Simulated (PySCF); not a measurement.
# CrBr: one state, many levels of theory

State: ⁶Σ⁺ (sextet), unpaired electrons σ ↑, π ↑↑, δ ↑↑. Set-up: PySCF, no relativity, basis sets Cr def2-TZVPP, Br def2-TZVPP. De refers to Cr (3d5 4s1) + Br in their high-spin ground configurations, without counterpoise correction. The functionals are run spin-unrestricted. A positive dipole means Cr(−)Br(+).

| Level | Re (Å) | ωe (cm⁻¹) | De (eV) | μ (D) |
| --- | --- | --- | --- | --- |
| UHF | 2.487 | 249 | n/a | -7.89 |
| UHF-MP2 | 2.342 | 296 | n/a | n/a |
| UHF-SCS-MP2 | 2.382 | 272 | n/a | n/a |
| PBE | 2.338 | 298 | 3.45 | -4.63 |
| r²SCAN | 2.340 | 303 | 3.43 | -4.97 |
| PBE0 | 2.355 | 294 | 3.35 | -5.64 |
| B97-3 | 2.377 | 286 | 3.52 | -5.63 |
| BHandHLYP | 2.393 | 280 | 3.30 | -6.52 |
| M06-2X | 2.403 | 283 | 3.88 | -6.13 |
| ωB97M-V | 2.368 | 291 | 3.47 | -6.07 |
| B2PLYP | 2.362 | 292 | 3.42 | -6.34 |

Task: What does a quarter of exact exchange do here, going from PBE to PBE0?

Result: PBE0 less PBE: +1.7 pm in Re, -1.3 % in ωe, -0.10 eV in De. Exact exchange removes part of the self-interaction that spreads semilocal densities, and in most molecules shortens and stiffens the bond and lowers De; here Re and ωe go the other way.

Task: What does the step from GGA to meta-GGA do here, going from PBE to r²SCAN?

Result: r²SCAN less PBE: +0.2 pm in Re, +1.7 % in ωe, -0.02 eV in De. 

Task: What does second-order correlation do here, going from UHF to UHF-MP2?

Result: UHF-MP2 less UHF: -14.5 pm in Re, +18.9 % in ωe. Correlation nearly always deepens the well. The bond shortens, as in weak, metallic or heavy-atom bonds, where dispersion and the correlation of outer-core electrons pull the atoms together.

Correlated steps freeze 14 core orbitals. The metal atom is held in its measured ground configuration; semilocal functionals can put another filling of s and d lower by some tenths of an eV, and De to that atom would be smaller. Spin–orbit coupling is left out. B2PLYP dipoles, levels and charges come from its SCF part alone. With d or f electrons several states lie close, and the lowest PBE0 determinant need not be the measured ground state.

The whole job (state search and all levels along the bond) took about 11 min on 2 threads of Arm Neoverse V1 (shared host), peak memory 4.8 GiB.
